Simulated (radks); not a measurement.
The numbers below are computed, except where a source is named.
Numerical settings for the ruthenium ion Ru+, [Kr] 4d7. Code: a radial shooting solver on a logarithmic mesh with Libxc functionals. Model: scalar-relativistic Kohn-Sham, PBE, spin-polarised, spherical densities, finite nucleus; open shells are filled with parallel spins first (spin-orbit coupling, left out, can overturn this in heavy ions); Fermi nuclear charge, rms radius 4.4809 fm. The defaults (mesh step 0.008 in ln r, mesh end at 40 bohr or more with all orbitals vanishing there, Anderson mixing 0.5 over 9 steps, residual threshold near 1e-9 with the energy settled to 1e-9 hartree or 1e-11 of itself, here a cap of 99 iterations) give E = -4530.4638 hartree and 4d at -11.383 eV in 15 iterations. Run on one thread of a shared host, so times are rough (Arm Neoverse V1): 0.2 s of CPU time, 0.2 s wall, 15 iterations on 2259 mesh points. Changes against that run (0 stands for a change within the tolerance of the run):

setting	iterations	converged	E (mhartree)	e(4d) (meV)	CPU (s)
mesh step in ln r 0.02	15	yes	0	0	0.09
mesh step in ln r 0.03	15	yes	+0.000379	0	0.07
mesh step in ln r 0.05	15	yes	+0.0103	0	0.05
mesh end (bohr) 3	15	yes	+798	+1.04e+04	0.17
mesh end (bohr) 5	15	yes	+23.9	+798	0.18
residual threshold 0.01	9	yes	0	-1.18	0.14
residual threshold 0.1	9	yes	0	-1.18	0.14
mixing 0.2	19	yes	0	0	0.24
linear mixing, mixing 1	18	no	diverged	-	0.44
linear mixing, mixing 0.5	30	yes	0	0	0.32
mixing history 3	21	yes	0	0	0.24
iteration cap 2	2	no	+499	-1.39e+04	0.04

Settings that end as converged yet miss the energy by more than 1 mhartree: mesh end (bohr) 3 (+0.798 hartree); mesh end (bohr) 5 (+0.0239 hartree). A mesh that ends early acts as a hard wall.
